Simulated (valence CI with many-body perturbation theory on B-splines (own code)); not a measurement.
Values are calculated unless marked as measured or tabulated.
## Hyperfine factors and g values of Ir⁷²⁺

Method: relativistic CI+MBPT: three valence electrons over a frozen Dirac-Fock core [He], a basis of 11 s, 11 p, 10 d, 8 f, 5 g, 2 h functions for each j, with the one-electron correlation potential Σ1, the two-electron term Σ2, the three-electron term Σ3, Breit, model QED; selected CI, second order for the rest, scaled by the run's own slope (own B-spline code, finite nucleus).

The last digits are not significant, and no measured levels were compared; by estimate large intervals hold to a few tenths of a per cent, small ones and those within an open d or f shell to about a per cent.

A/g_I is the dipole constant over the nuclear g factor μ/I (μ in nuclear magnetons, uniformly magnetised nucleus), B/Q the quadrupole constant per barn. Both hold the static response of the core; the bare values leave it out. Large factors of s and p1/2 electrons are usually good to 5 to 10 %; those of open d and f shells near neutrality can be off by tens of per cent, and small factors of p3/2, d and f electrons come from cancelling terms and can be off by a factor of two or in sign, in half-filled shells by more. B is blank for J = 1/2, where it vanishes, and for nearly pure S terms. Energies count from the lowest level.

Levels are named by their leading jj configuration (3d3/2^4 stands for four electrons in 3d with j = 3/2), which in mixed levels can hold well under half, so a name can repeat and another be missing. Letters in brackets count levels of one name in rising energy.

```
                     Level  E (eV)      g  A/g_I (MHz)  A/g_I bare  B/Q (MHz/b)  B/Q bare
        (2s^2 2p1/2) J=1/2       0  0.610      9280000     9250000                       
        (2s 2p1/2^2) J=1/2     291  2.012     2.79e+07    2.76e+07                       
        (2s^2 2p3/2) J=3/2    1756  1.294       974000      995000      1940000   1950000
(2s 2p1/2 2p3/2) J=3/2 [a]    1961  1.613      6590000     6550000      1530000   1530000
    (2s 2p1/2 2p3/2) J=5/2    2003  1.299      8030000     7980000      1720000   1720000
    (2s 2p1/2 2p3/2) J=1/2    2080  1.272    -1.07e+07   -1.06e+07                       
(2s 2p1/2 2p3/2) J=3/2 [b]    2082  0.971        26200       74000       961000    962000
     (2p1/2^2 2p3/2) J=3/2    2383  1.306       912000      954000      1880000   1890000
        (2s 2p3/2^2) J=5/2    3735  1.414      6400000     6370000       219000    219000
        (2s 2p3/2^2) J=1/2    3851  1.917     2.81e+07    2.78e+07                       
        (2s 2p3/2^2) J=3/2    3851  1.164     -4470000    -4370000      -172000   -172000
     (2p1/2 2p3/2^2) J=3/2    4086  1.430      -749000     -688000        86600     86700
     (2p1/2 2p3/2^2) J=5/2    4109  1.157      2610000     2630000        -5410     -5410
     (2p1/2 2p3/2^2) J=1/2    4171  0.610      9320000     9260000                       
           (2p3/2^3) J=3/2    5888  1.283       942000      982000     -1980000  -1980000
           (2s^2 3s) J=1/2   11673  1.979      8320000     8250000                       
        (2s^2 3p1/2) J=1/2   11769  0.655      2810000     2800000                       
   (2s 2p1/2 3s) J=1/2 [a]   11868  2.347     1.60e+07    1.58e+07                       
       (2s 2p1/2 3s) J=3/2   11897  1.523     1.52e+07    1.51e+07      -131000   -131000
   (2s 2p1/2 3s) J=1/2 [b]   11930  0.686     1.44e+07    1.43e+07                       
(2s 2p1/2 3p1/2) J=1/2 [a]   11948  0.258     -1570000    -1520000                       
    (2s 2p1/2 3p1/2) J=3/2   11978  1.079     1.34e+07    1.33e+07      -127000   -127000
(2s 2p1/2 3p1/2) J=1/2 [b]   12027  1.900     2.84e+07    2.81e+07                       
        (2p1/2^2 3s) J=1/2   12215  1.977      7920000     7840000                       
        (2s^2 3p3/2) J=3/2   12287  1.317       314000      322000       599000    600000
     (2p1/2^2 3p1/2) J=1/2   12291  0.641      2780000     2770000                       
        (2s^2 3d3/2) J=3/2   12348  0.783       191000      191000       114000    115000
(2s 2p1/2 3p3/2) J=3/2 [a]   12480  1.384      1260000     1260000       591000    592000
        (2s^2 3d5/2) J=5/2   12483  1.197       878000      872000       185000    186000
    (2s 2p1/2 3p3/2) J=5/2   12516  1.296      6870000     6810000       421000    421000
(2s 2p1/2 3p3/2) J=3/2 [b]   12518  1.240      4250000     4220000       223000    223000
    (2s 2p1/2 3p3/2) J=1/2   12522  1.334    -1.18e+07   -1.17e+07                       
(2s 2p1/2 3d3/2) J=3/2 [a]   12529  0.572     -2340000    -2310000       117000    118000
    (2s 2p1/2 3d3/2) J=5/2   12562  0.996      7550000     7480000        -4970     -4370
(2s 2p1/2 3d3/2) J=3/2 [b]   12580  1.145      7540000     7460000       115000    116000
    (2s 2p1/2 3d3/2) J=1/2   12584  0.438    -1.22e+07   -1.20e+07                       
(2s 2p1/2 3d5/2) J=5/2 [a]   12677  1.297      1740000     1720000       129000    130000
    (2s 2p1/2 3d5/2) J=7/2   12708  1.216      5420000     5370000        -8420     -7640
(2s 2p1/2 3d5/2) J=5/2 [b]   12720  1.075       609000      610000       213000    213000
    (2s 2p1/2 3d5/2) J=3/2   12721  1.123     -7110000    -7040000        67800     68400
```

(1) Take the isotope of mass number 191, with I = 3/2, μ = 0.1502 μN and Q = 0.816 b. What is the hyperfine structure of (2s 2p1/2^2) J=1/2?

## Answers

(1) From the table A = 2790000 MHz. Shifts from the centre of gravity in MHz: F = 1: -3490000, F = 2: 2090000.
